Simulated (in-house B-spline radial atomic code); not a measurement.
**Ionising Al⁴⁺ with different functionals**

Computed with a B-spline radial code for spherical atoms: scalar-relativistic (spin-free X2C) Hamiltonian, Fermi nucleus of rms radius 3.061 fm, spin-polarised at highest spin, spherical fractional occupations for the functionals, and exact exchange of hybrids averaged over the configuration. The ionisation energy is the difference of two self-consistent energies, [He] 2s2 2p5 → [He] 2s2 2p4, without Breit or QED terms; ε is the level of the shell that loses the electron (its least bound occupied spin orbital).

| method | rung | ΔSCF (eV) | -ε(2p) (eV) |
| --- | --- | --- | --- |
| PBE0 | global hybrid | ? | ? |
| B3LYP | global hybrid | 154.43 | 141.05 |
| TPSSh | global hybrid | 154.33 | 139.11 |
| BHandHLYP | global hybrid | 154.01 | 146.62 |
| r2SCAN0 | global hybrid | 154.36 | 142.41 |
| B97-1 | global hybrid | ? | ? |
| HSE06 | range-separated hybrid | 154.19 | 141.38 |
| wB97X | range-separated hybrid | 154.09 | 143.64 |
| CAM-B3LYP | range-separated hybrid | 154.33 | 143.04 |
| LC-wPBE | range-separated hybrid | 154.45 | 142.96 |

**Question.** What does PBE0 give?

**Answer.** ΔSCF 154.14 eV, and -ε(2p) = 141.78 eV.

**Question.** What does B97-1 give?

**Answer.** ΔSCF 154.22 eV, and -ε(2p) = 141.07 eV.

**Question.** Among the functionals, which spreads more, the ΔSCF values or the orbital energies?

**Answer.** The orbital energies: ΔSCF values span about 0.44 eV and the orbital energies 7.51 eV; here energy differences depend much less on the functional than eigenvalues do.

**Question.** How do they compare with the NIST value?

**Answer.** NIST lists 153.825 eV ± 0.0025 (semi-empirical, ground level to ground level). Errors run from +0.18 to +0.62 eV; BHandHLYP is closest (+0.18 eV), but part of that can be cancellation, since the calculations leave out spin-orbit coupling, Breit-QED terms, multiplet and fine-structure energies.
